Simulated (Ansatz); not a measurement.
Calculated with Ansatz (gas phase, PBE0-D4/def2-TZVP geometries, no zero-point term in ΔE). CCSD(T)/CBS is the MP2 limit (def2-TZVPP, def2-QZVPP) plus CCSD(T) − MP2 in def2-TZVPP, frozen cores. Functionals use def2-TZVPP. One conformer a species, not always the lowest.

Consider the redistribution: `CCCBO` + `[CH3][Al]([AlH2])[SiH3]` → `CCC[BH][AlH2]` + `[CH3][Al]([OH])[SiH3]`.

```csv
species,ωB97M-V energy (Eh)
`CCCBO`,-219.83889
`[CH3][Al]([AlH2])[SiH3]`,-817.17012
`CCC[BH][AlH2]`,-387.50725
`[CH3][Al]([OH])[SiH3]`,-649.49082
```

Question: Work out ΔE.

Answer: ΔE = (-387.50725) + (-649.49082) − (-219.83889) − (-817.17012) = 0.01094 Eh = +28.7 kJ/mol. CCSD(T)/CBS gives +33.6 kJ/mol.

Largest T1 diagnostic among the species: 0.013.

The D4 term adds −4.7 kJ/mol with B3LYP and −2.5 kJ/mol with PBE0; it sums over pairs of atoms, weighted by their polarisabilities, and B3LYP, whose exchange is more repulsive, gets the larger term.

B3LYP here is the variant with VWN-RPA as its local correlation; programs differ in this.
